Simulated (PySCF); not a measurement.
C7H14S.
Atom-mapped SMILES: `[CH3:1]/[CH:2]=[CH:3]\[S:4][C:5]([CH3:6])([CH3:7])[CH3:8]` (hydrogens: H9, H10, H11 on C1; H12 on C2; H13 on C3; H14, H15, H16 on C6; H17, H18, H19 on C7; H20, H21, H22 on C8)

A GFN2-xTB structure was refined with PySCF 2.14.0, PBE0-D3(BJ)/def2-SVP geometry optimisation, gas phase. Its GFN2-xTB values:

```csv
coordinate,GFN2-xTB
C1–C2,1.523 Å
C1–H9,1.062 Å
C2=C3,1.340 Å
C2–H12,1.091 Å
C3–S4,1.726 Å
C3–H13,1.092 Å
S4–C5,1.891 Å
C5–C6,1.537 Å
C6–H14,1.102 Å
C1–C2–C3,125.7°
C2–C3–S4,122.8°
C3–S4–C5,102.4°
S4–C5–C6,109.2°
S4–C5–C7,104.8°
C6–C5–C7,110.1°
C6–C5–C8,111.5°
C2–C3–S4–C5,180°
```

How do these coordinates change at the PBE0-D3(BJ)/def2-SVP level?

```
 coordinate  PBE0-D3(BJ)/def2-SVP (Å or °)  change
      S4–C5                          1.849  -0.042
      C1–H9                          1.103  +0.041
      C1–C2                          1.492  -0.031
      C3–S4                          1.753  +0.027
      C5–C6                          1.525  -0.012
     C2–H12                          1.096  +0.005
     C3–H13                          1.094  +0.002
     C6–H14                          1.103  +0.001
      C2=C3                          1.341  +0.001
   C2–C3–S4                          124.6    +1.8
   S4–C5–C6                          110.6    +1.4
   S4–C5–C7                          103.6    -1.2
   C3–S4–C5                          102.9    +0.5
   C1–C2–C3                          126.2    +0.5
   C6–C5–C8                          111.4    -0.1
   C6–C5–C7                          110.2    +0.1
C2–C3–S4–C5                           -178      +2
```

The energy falls by 3.7 kcal/mol over 6 energy and gradient evaluations, the largest force component goes from 0.0351 to 3.8e-04 Eh/bohr, and the atoms move by 0.049 Å rms after alignment. Among the bonds, S4–C5 and C1–H9 change most and about equally (-0.042 to +0.041 Å). Bonds longer at the end by more than 0.005 Å: 11 of 21; shorter: 3. Rotational constants go from 3414, 904.2, 853.8 to 3411, 899.2, 849.0 MHz.

The run used 186 basis functions and 41 SCF cycles in all.

No PBE0-D3(BJ)/def2-SVP frequencies stand behind this structure, so it isn't proved a minimum. The numbers are those of one conformer.

Conformer computed: `[CH3:1]/[CH:2]=[CH:3]\[S:4][C:5]([CH3:6])([CH3:7])[CH3:8]`: C2–C3–S4–C5 -178°, C3–S4–C5–C6 -62°.
